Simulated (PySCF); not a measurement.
**Excitation energies in several basis sets**

Species: C₃H₆BFO₂.
Atom-mapped SMILES: `[CH2:1]=[CH:2][O:3][B:4]([F:5])[O:6][CH3:7]` (hydrogens: H8, H9 on C1; H10 on C2; H11, H12, H13 on C7)

TDDFT with PBE0 (PySCF), vertical singlets, core orbitals frozen in the response, spherical d and f functions. One conformer (not necessarily the lowest) at the PBE0-D3(BJ)/def2-SVP geometry, without solvent, vibrations or thermal averaging.

Q: Compare 6-31G*, def2-SVP, 6-31+G*, def2-SVPD, aug-cc-pVDZ and def2-TZVP for this molecule.

A: 

```csv
basis,functions,diffuse,S1 (eV),S2 (eV),S3 (eV),S4 (eV),S5 (eV),LUMO (eV),α (au)
6-31G*,110,no,7.46,8.47,8.51,8.63,8.94,0.82,48.6
def2-SVP,128,no,7.37,7.93,8.33,8.42,8.51,0.50,49.9
6-31+G*,138,yes,6.36,6.83,6.89,7.09,7.36,0.17,56.3
def2-SVPD,197,yes,6.58,7.06,7.46,7.49,7.90,0.17,60.2
aug-cc-pVDZ,215,yes,6.19,6.64,6.74,6.76,7.18,-0.05,61.7
def2-TZVP,253,no,7.06,7.09,7.88,7.93,8.07,0.27,57.7
```

States are compared by their number. Against the largest diffuse basis here (aug-cc-pVDZ, itself not a converged limit), sets without diffuse functions differ by up to 1.27 eV in S1 and 1.76 eV in S5; the smaller diffuse sets differ by up to 0.39 and 0.72 eV. State by state, the largest deviation of a set without diffuse functions is S1 1.27, S2 1.83, S3 1.77, S4 1.87, S5 1.76 eV. The same number needn't mean the same state in each row. Against aug-cc-pVDZ the polarisability deviates by -21% in 6-31G*, -19% in def2-SVP, -9% in 6-31+G*, -2% in def2-SVPD, -6% in def2-TZVP. A single + in a Pople set puts diffuse functions on heavy atoms only.
